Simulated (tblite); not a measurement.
Compound: 1-cyanoacenaphthylene, C13H7N.
SMILES: `N#CC1=Cc2cccc3cccc1c23`

Calculated harmonic vibrations of the isolated species, GFN2-xTB (tblite), most abundant isotopes, no scaling. Errors from tens to a few hundred cm⁻¹ against measured bands are possible.

Harmonic wavenumbers (cm⁻¹): 83.5, 107.6, 152.4, 194.7, 237.4, 329.8, 379.6, 410.6, 415.9, 459.9, 485.0, 511.3, 552.0, 556.0, 588.3, 599.8, 642.3, 692.4, 727.7, 769.3, 781.1, 797.5, 806.3, 826.2, 892.5, 897.2, 922.1, 928.6, 947.6, 1055.2, 1082.5, 1093.3, 1134.2, 1176.5, 1186.6, 1200.3, 1233.5, 1255.8, 1277.4, 1342.3, 1374.1, 1393.6, 1441.5, 1448.9, 1481.8, 1523.4, 1589.3, 1607.2, 1612.5, 2356.7, 3073.6, 3075.3, 3080.8, 3083.1, 3089.1, 3091.1, 3136.6.

A = 1285, B = 657.2, C = 434.8 MHz; mass 177.058 u (most abundant isotopes); point group Cs, symmetry number 1.

Problem. What is the zero-point energy?

Solution. ½Σν̃ = 33595 cm⁻¹ = 401.89 kJ/mol.

Problem. Give the ideal-gas entropy at 500 K and 1 bar in the rigid-rotor, harmonic-oscillator model (classical rotation).

Solution. Translation 184.16, rotation 136.77, vibration 206.85: S = 527.8 J/(mol K).

Problem. And Cp and H(500 K) − H(0)?

Solution. Cp = 279.60 J/(mol K), of which vibrations give 246.34 (their classical limit is 57 R = 473.9); H(500 K) − H(0) = 75.79 kJ/mol without the zero-point energy, 59.16 from vibrations.

Problem. What must be added to the electronic energy to get the Gibbs energy at 500 K and 1 bar?

Solution. ZPE + [H(500 K) − H(0)] − T·S = 401.89 + 75.79 − 263.89 = 213.79 kJ/mol.

Problem. How do the functions run with temperature in this model?

Solution. 
| T (K) | S (J/(mol K)) | Cp (J/(mol K)) | H − H(0) (kJ/mol) | G − H(0) (kJ/mol) | ln q(vib) |
| --- | --- | --- | --- | --- | --- |
| 150 | 319.8 | 92.3 | 8.66 | -39.31 | 1.74 |
| 250 | 380.5 | 151.2 | 20.78 | -74.33 | 3.93 |
| 298.15 | 409.6 | 179.8 | 28.76 | -93.35 | 5.13 |
| 400 | 470.4 | 235.1 | 49.97 | -138.18 | 7.84 |
| 600 | 582.0 | 314.9 | 105.58 | -243.63 | 13.51 |
| 900 | 724.3 | 384.3 | 211.54 | -440.31 | 21.89 |

q(vib) and H(0) count from the zero-point level.

Problem. Which modes carry the vibrational entropy at 500 K?

Solution. 83.5 cm⁻¹: 20.19; 107.6 cm⁻¹: 18.10; 152.4 cm⁻¹: 15.23; 194.7 cm⁻¹: 13.24; 237.4 cm⁻¹: 11.64; 329.8 cm⁻¹: 9.05 J/(mol K); the other 51 give 119.39 together.

Hindered rotation and anharmonicity are outside this model.
